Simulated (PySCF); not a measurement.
SnCl3, SMILES [Cl][Sn-]([Cl])[Cl], charge -1.

Coordinates come from a PBE-D3(BJ)/def2-SVPD optimisation. The isomer is the one that the SMILES or the coordinates give; other isomers of the formula were not compared. The def2 effective core potentials stand for the cores of Sn; spin–orbit coupling is left out.

Calculation: PySCF 2.14.0 with PBE-D3(BJ)/def2-SVPD.

Frequencies are harmonic and unscaled.

Modes within 1.5 cm⁻¹ of each other (mostly degenerate sets) share a row, with their intensities summed.

| mode | ν (cm⁻¹) | IR (km/mol) | moving atoms (share of kinetic energy) |
|---|---|---|---|
| 1–2 | 81 | 1.2 | Cl 91 %, Sn 9 % |
| 3 | 99 | 3.0 | Cl 75 %, Sn 25 % |
| 4–5 | 255 | 196.1 | Cl 73 %, Sn 27 % |
| 6 | 279 | 35.3 | Cl 78 %, Sn 22 % |
